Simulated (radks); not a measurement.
The numbers below are computed, except where a source is named.
Ce3+, 55 electrons, occupied as [Kr] 4d10 4f1 5s2 5p5 5d1 (not the ground configuration). Code: a radial shooting solver on a logarithmic mesh with Libxc functionals. Model: non-relativistic Kohn-Sham, OLYP, spin-unpolarised, spherical densities, point nucleus; relativity is left out, which matters for an element this heavy.

Normalised radial functions P(r) = r R(r), r in bohr:

| r | 4s | 4p |
|---|---|---|
| 0.0008626 | 0.0508 | 0.0007 |
| 0.001169 | 0.0676 | 0.0013 |
| 0.001584 | 0.0894 | 0.0024 |
| 0.002147 | 0.1171 | 0.0044 |
| 0.00291 | 0.1515 | 0.0079 |
| 0.003944 | 0.1927 | 0.0140 |
| 0.005345 | 0.2391 | 0.0247 |
| 0.007245 | 0.2864 | 0.0429 |
| 0.00974 | 0.3247 | 0.0721 |
| 0.0132 | 0.3407 | 0.1196 |
| 0.01789 | 0.3106 | 0.1909 |
| 0.02425 | 0.2081 | 0.2891 |
| 0.03286 | 0.0164 | 0.4062 |
| 0.04453 | -0.2456 | 0.5104 |
| 0.06036 | -0.4900 | 0.5347 |
| 0.0818 | -0.5525 | 0.3869 |
| 0.1109 | -0.2727 | 0.0116 |
| 0.1502 | 0.3123 | -0.4929 |
| 0.2036 | 0.8044 | -0.8018 |
| 0.276 | 0.6402 | -0.5321 |
| 0.374 | -0.2803 | 0.3275 |
| 0.5069 | -1.2388 | 1.1897 |
| 0.6869 | -1.4078 | 1.3782 |
| 0.931 | -0.8599 | 0.9058 |
| 1.252 | -0.3073 | 0.3651 |
| 1.696 | -0.0574 | 0.0818 |
| 2.299 | -0.0049 | 0.0090 |
| 3.116 | -0.0001 | 0.0004 |
| 4.223 | 0.0000 | 0.0000 |
| 5.723 | 0.0000 | 0.0000 |
| 7.756 | 0.0000 | 0.0000 |
| 10.51 | 0.0000 | 0.0000 |

4s: eigenvalue -283.90 eV, 3 radial nodes at r = 0.0336, 0.129, 0.346 bohr, <r> = 0.667 bohr, 90 % of the charge inside 0.956 bohr. 4p: eigenvalue -231.85 eV, 2 radial nodes at r = 0.112, 0.338 bohr, <r> = 0.687 bohr, 90 % of the charge inside 0.997 bohr.
